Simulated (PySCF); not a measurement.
**Gas-phase XPS of TiHCl3, computed**

Species: TiHCl3 (singlet state).
Structure used (PBE0-D3(BJ)/def2-SVP), in Å, numbered top down from 1:
```
atom  x, y, z in Å
Ti1    0.0065   -0.0002   -0.0553
H2     0.0703   -0.0058    1.5932
Cl3    2.0839    0.0079   -0.6284
Cl4   -1.0836    1.8109   -0.4487
Cl5   -1.0770   -1.8128   -0.4607
```

Theory: delta-SCF UKS SCAN, pcX-2 on the ionised atom (unc-x2c-TZVPall on a metal), pcseg-1 elsewhere, spin-free X2C (PySCF). Vertical ΔSCF values, vacuum level as zero.

**Question.** Give the core binding energies atom by atom.

**Answer.** 
```
    atom(s)   bonded to     level  binding energy (eV)  2p1/2 (eV)  count
Cl3/Cl4/Cl5          Ti     Cl 1s              2828.83           –      3
        Ti1  3 Cl and H  Ti 2p3/2               464.18      469.90      1
Cl3/Cl4/Cl5          Ti  Cl 2p3/2               206.23      207.89      3
```

**Question.** Which photon energy gives electrons from Cl 2p3/2 of Cl3/Cl4/Cl5 a kinetic energy of 20 eV, and what is their de Broglie wavelength?

**Answer.** hν = 206.23 + 20 = 226.23 eV, recoil neglected; λ = 12.264 Å/√(E/eV) = 2.74 Å.

The first atom of each set that the bonding makes equivalent was ionised and stands for the set. The unrestricted hole states depart most from a pure doublet (⟨S²⟩ = 0.75; over 0.85 named) for Ti 2p3/2 of Ti1 (0.89), which makes this value less certain. Spin–orbit and ligand-field terms were added within each 2p shell after the spin-free SCF. 2p1/2 minus 2p3/2 (ligand field included): Ti 5.72 eV, Cl 1.65 eV. Satellites of the metal's 2p lines aren't described. Geometry: PBE0-D3(BJ)/def2-SVP; no solvent, vibrations or thermal averaging. Metal 2p energies of this one-determinant scheme are less reliable than its 1s energies.

Hardware: x86-64 server, one thread (shared host). Cost: 9.7 s of wall time.
